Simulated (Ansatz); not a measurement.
Wavefunction ladder for C3H9BrGe (`[CH3][Ge]([CH3])([CH3])[Br]`)

```xyz
14

C    -1.3247    1.0221    0.8507
Ge    0.2187   -0.0236    0.2928
C    -0.2510   -1.8513   -0.1824
C     1.2592    0.8632   -1.0920
Br    1.6157   -0.1740    2.1632
H    -1.8365    0.5260    1.6757
H    -2.0216    1.1310    0.0164
H    -1.0087    2.0128    1.1784
H    -0.7661   -2.3349    0.6480
H     0.6481   -2.4213   -0.4176
H    -0.9084   -1.8515   -1.0549
H     0.6606    0.9633   -2.0004
H     2.1531    0.2823   -1.3205
H     1.5615    1.8558   -0.7573
```

Total charge 0; spin multiplicity 1. Correlated methods include outer-core shells of Br, Ge, which these sets cover unevenly. Scalar relativity is left out up to krypton. The geometry is a stationary point of PBE0-D4/def2-TZVP. Frozen core, restricted reference, Ansatz 0.2.0.

```csv
basis,HF (Eh),MP2 corr.,CCSD corr.,(T),CCSD(T) total
def2-SVP,-4766.03934,-0.89867,-0.94374,-0.02587,-4767.00895
def2-TZVPP,-4766.75398,-1.07266,-1.11591,-0.04182,-4767.91171
def2-QZVPP,-4766.85019,-1.68722,–,–,–
```
